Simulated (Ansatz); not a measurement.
NSi (SMILES N#[Si]), doublet (typed; the unrestricted solution is spin-contaminated), geometry from GFN2-xTB; MP2/cc-pVDZ run with Ansatz (a program for electronic structure).

Ansatz was given this input:
Ansatz 0.2 input:
```yaml
crystal:
  periodic: [false, false, false]
  atoms:
    - {symbol: Si, position_ang: [-0.00000000, -0.00000000, -0.52212322]}
    - {symbol: N, position_ang: [0.00000000, 0.00000000, 1.04424644]}
basis:
  gaussian:
    orbitals: cc-pVDZ
magnetization: {spin_polarized: true, initial_magnetization: 1}
correlation: {method: mp2}
```

Output, abridged:

```
Functional definition: HF
321 factors; integrals over basis functions are off by at most 7.5e-4 eV
mean field evaluation 1: about -9334.8567 eV, gradient 2.9e1 eV
mean field evaluation 2: about -9334.8610 eV, gradient 2.9e1 eV
mean field evaluation 4: about -9340.1461 eV, gradient 3.3e0 eV
mean field evaluation 8: about -9340.7493 eV, gradient 8.6e-1 eV
mean field evaluation 16: about -9340.8488 eV, gradient 2.1e-5 eV
mean field evaluation 32: about -9337.8067 eV, gradient 4.6e-5 eV
mean field evaluation 64: about -9340.9125 eV, gradient 3.8e-6 eV
mean field evaluation 96: about -9340.1811 eV, gradient 4.9e0 eV
mean field evaluation 128: about -9339.1800 eV, gradient 6.9e0 eV
mean field evaluation 160: about -9340.8984 eV, gradient 2.0e-1 eV
mean field evaluation 192: about -9340.8488 eV, gradient 7.9e-5 eV
mean field -9340.91249414 eV, -343.2722026617 hartree, gradient 3.8e-6 eV, S^2 1.062480; 13 other end points of the search recorded, 0 dependent functions left out
6 core orbitals not correlated
reference -9340.91249414 eV, -343.2722026617 hartree; 5, 4 occupied and 21, 22 virtual orbitals, 321 factors
second order -5.12703230 eV of doubles, -0.00000000 eV of singles
Total energy: -9346.03952644 eV, -343.4606176235 hartree
```
